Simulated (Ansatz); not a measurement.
Molecule: C₂H₈GeN (charge 0, doublet). It need not be the lowest isomer of its formula. SMILES: [CH3][Ge]([CH3])[NH2]
Geometry from a B3LYP-D3(BJ)/def2-TZVP (Ansatz, a quantum-chemistry and plane-wave program) optimisation:
```xyz
12

C      1.6162    -0.9042     0.3499
Ge     0.0484     0.1114    -0.3260
C     -1.5993    -0.9850    -0.1554
N     -0.1803     1.4948     0.9082
H      1.4003    -1.2447     1.3647
H      2.5060    -0.2757     0.3664
H      1.8094    -1.7673    -0.2863
H     -1.5456    -1.8516    -0.8135
H     -1.6884    -1.3223     0.8794
H     -2.4810    -0.4010    -0.4172
H     -1.0070     2.0644     0.7799
H      0.6170     2.1053     1.0351
```
Charge 0, spin multiplicity 2.

Parts of the frozen-core correlation energy in cc-pVDZ (Ansatz, hartree). Frozen orbitals: 17; correlated occupied orbitals by spin: 13 and 12; virtual: 79 and 80. UHF or UKS for open shells. No spin-orbit coupling. Non-relativistic.

```
term                             value
-------------------------  -----------
reference (HF)             -2210.17350
MP2 opposite-spin             -0.42236
MP2 same-spin                 -0.12649
CCSD correlation              -0.60260
(T)                           -0.01696
T1 diagnostic                    0.013
largest doubles amplitude        0.030
<S^2> of the reference           0.756
```
